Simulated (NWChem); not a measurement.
System: C$_{3}$H$_{2}$F$_{2}$; SMILES FC=C=CF

Here is an NWChem input.

```
start job
memory heap 200 mb stack 900 mb global 1100 mb
geometry units angstroms noautosym nocenter noautoz
  F     -2.203369    -0.176868     0.430100
  C     -1.255656     0.364232    -0.329146
  C      0.000000     0.000000    -0.289537
  C      1.255656    -0.364232    -0.329146
  F      2.203369     0.176868     0.430100
  H     -1.644166     1.149102    -0.988421
  H      1.644166    -1.149102    -0.988421
end
basis spherical
  F library pcsseg-1
  C library pcsseg-1
  H library pcsseg-1
end
dft
  xc pbe0
  iterations 150
end
property
  shielding 4 1 2 3 6
end
task dft property
```

Excerpt of the output:

```
             Northwest Computational Chemistry Package (NWChem) 7.3.0
             --------------------------------------------------------

                             Geometry "geometry" -> ""
                             -------------------------

 Output coordinates in angstroms (scale by  1.889725989 to convert to a.u.)

  No.       Tag          Charge          X              Y              Z
 ---- ---------------- ---------- -------------- -------------- --------------
    1 F                    9.0000    -2.20336900    -0.17686800     0.43010000
    2 C                    6.0000    -1.25565600     0.36423200    -0.32914600
    3 C                    6.0000     0.00000000     0.00000000    -0.28953700
    4 C                    6.0000     1.25565600    -0.36423200    -0.32914600
    5 F                    9.0000     2.20336900     0.17686800     0.43010000
    6 H                    1.0000    -1.64416600     1.14910200    -0.98842100
    7 H                    1.0000     1.64416600    -1.14910200    -0.98842100

 Effective nuclear repulsion energy (a.u.)     147.5906444796

                              NWChem Property Module
                              ----------------------

  itol2e modified to match energy
  convergence criterion.

                                 NWChem DFT Module
                                 -----------------

 Summary of "ao basis" -> "ao basis" (spherical)
 ------------------------------------------------------------------------------
       Tag                 Description            Shells   Functions and Types
 ---------------- ------------------------------  ------  ---------------------
 F                          pcsseg-1                 7       17   3s3p1d
 C                          pcsseg-1                 7       17   3s3p1d
 H                          pcsseg-1                 3        5   2s1p

  itol2e modified to match energy
  convergence criterion.

[...]

          -----------------------------------------
          Chemical Shielding Tensors (GIAO, in ppm)
          -----------------------------------------

                                NWChem CPHF Module
                                ------------------

  scftype          =     RHF
  nclosed          =       19
  nopen            =        0
  variables        =     1444
  # of vectors     =        3
  tolerance        = 0.10D-03
  level shift      = 0.00D+00
  max iterations   =       50
  max subspace     =       30

 SCF residual:    1.3632348376438501E-004

Iterative solution of linear equations
  No. of variables     1444
  No. of equations        3
  Maximum subspace       30
        Iterations       50
       Convergence  1.0D-04

   iter   nsub   residual    time
   ----  ------  --------  ---------
     1      3    5.39D-01      14.1
     2      6    2.96D-02      15.3
     3      9    3.24D-03      16.5
     4     12    2.85D-04      17.7
     5     15    1.78D-05      18.9

      Atom:    1  F
        Diamagnetic
    480.0402      9.9358    -12.2347
      9.9358    470.7446     -5.0795
    -12.2347     -5.0795    476.1448

        Paramagnetic
   -248.8112     23.2303     29.5595
     23.2303   -162.4319     73.0320
     29.5595     73.0320   -133.0435

        Total Shielding Tensor
    231.2290     33.1660     17.3248
     33.1660    308.3127     67.9524
     17.3248     67.9524    343.1013

           isotropic =     294.2143
          anisotropy =     162.6803

          Principal Components and Axis System
                 1           2           3
              402.6679    261.7583    218.2169

      1         0.1964      0.3679      0.9089
      2         0.6175      0.6736     -0.4062
      3         0.7616     -0.6410      0.0949

      Atom:    2  C
        Diamagnetic
    265.7466     -1.9073     -6.5036
     -1.9073    242.9115     -9.6212
     -6.5036     -9.6212    243.3918

        Paramagnetic
   -198.5323     -1.1587     14.2443
     -1.1587   -206.2359     69.2519
     14.2443     69.2519   -211.8484

        Total Shielding Tensor
     67.2143     -3.0659      7.7407
     -3.0659     36.6755     59.6307
      7.7407     59.6307     31.5434

           isotropic =      45.1444
          anisotropy =      73.5357

          Principal Components and Axis System
                 1           2           3
               94.1682     67.4784    -26.2134

      1         0.1179      0.9896     -0.0823
      2         0.7118     -0.1420     -0.6878
      3         0.6924     -0.0225      0.7212

      Atom:    3  C
        Diamagnetic
    286.2734     -7.3373     -0.0000
     -7.3373    257.0842      0.0000
     -0.0000      0.0000    255.3671

        Paramagnetic
   -319.0800    -14.5038      0.0000
    -14.5038   -240.0898      0.0000
      0.0000      0.0000   -252.1755

        Total Shielding Tensor
    -32.8066    -21.8411     -0.0000
    -21.8411     16.9944      0.0000
     -0.0000      0.0000      3.1916

           isotropic =      -4.2069
          anisotropy =     -55.2319

          Principal Components and Axis System
                 1           2           3
              -41.0281     25.2159      3.1916

      1         0.9359     -0.3523      0.0000
      2         0.3523      0.9359     -0.0000
      3        -0.0000      0.0000      1.0000

      Atom:    4  H
        Diamagnetic
     26.6110     -4.4766      2.7798
     -4.4766     30.2338     -9.2669
      2.7798     -9.2669     27.8320

[...]
```

Level: PBE0/pcSseg-1, GIAO. The geometry was optimised at PBE0/def2-SVP. The output numbers the shielded atoms by their place in the input's list. The printed shielding anisotropy is the first printed principal value minus the mean of the other two.
